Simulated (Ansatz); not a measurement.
Reaction (homolysis of the Ge–O bond): `C[O][Ge]([F])([SH])[Cl]` → `[F][Ge]([SH])[Cl]`• + `C[O]`•

Calculated with Ansatz (gas phase, PBE0-D4/def2-TZVP geometries, no zero-point term in ΔE). CCSD(T)/CBS is the MP2 limit (def2-TZVPP, def2-QZVPP) plus CCSD(T) − MP2 in def2-TZVPP, frozen cores. Functionals use def2-TZVPP. B3LYP here is the variant with VWN-RPA as its local correlation; programs differ in this. No spin–orbit coupling; open shells (•) take unrestricted orbitals. For Ge outer-core shells are correlated without core-valence functions, which leaves a few kJ/mol of doubt a bond. Scalar relativity is left out up to krypton. One conformer a species, not always the lowest.

| level | ΔE (kcal/mol) | difference from CCSD(T)/CBS |
| --- | --- | --- |
| PBE-D4 | 84.6 | -13.8 |
| r2SCAN-D4 | 85.7 | -12.7 |
| PBE0-D4 | 87.3 | -11.1 |
| B3LYP-D4 | 84.7 | -13.7 |
| ωB97X-V | 93.1 | -5.3 |
| ωB97M-V | 91.6 | -6.8 |
| B2PLYP | 89.6 | -8.8 |
| PBE | 82.1 | -16.3 |
| r2SCAN | 85.0 | -13.4 |
| PBE0 | 85.2 | -13.2 |
| B3LYP | 80.8 | -17.6 |
| HF/def2-TZVPP | 65.2 | -33.2 |
| MP2/def2-TZVPP | 105.6 | 7.2 |
| SCS-MP2/def2-TZVPP | 102.3 | 3.9 |
| CCSD/def2-TZVPP | 93.8 | -4.6 |
| CCSD(T)/def2-TZVPP | 96.1 | -2.3 |
| HF/def2-QZVPP | 65.1 | -33.3 |
| MP2/def2-QZVPP | 106.8 | 8.4 |
| SCS-MP2/def2-QZVPP | 103.8 | 5.4 |
| HF/CBS(def2) | 65.0 | -33.4 |
| MP2/CBS(def2) | 107.9 | 9.5 |
| CCSD/CBS(def2) | 96.1 | -2.3 |
| CCSD(T)/CBS | 98.4 | 0 |

Largest T1 diagnostic among the species: 0.019.

In def2-TZVPP, CCSD(T) changes the Hartree–Fock value by +31.0 kcal/mol (the triples alone add +2.3 kcal/mol) and MP2 by +40.4 kcal/mol; breaking electron pairs costs correlation energy, which Hartree–Fock lacks. From PBE to PBE0 (25 % exact exchange), in def2-TZVPP and without D4, ΔE moves by +3.0 kcal/mol. The D4 term adds +3.9 kcal/mol with B3LYP and +2.2 kcal/mol with PBE0; it sums over pairs of atoms, weighted by their polarisabilities, and B3LYP, whose exchange is more repulsive, gets the larger term.
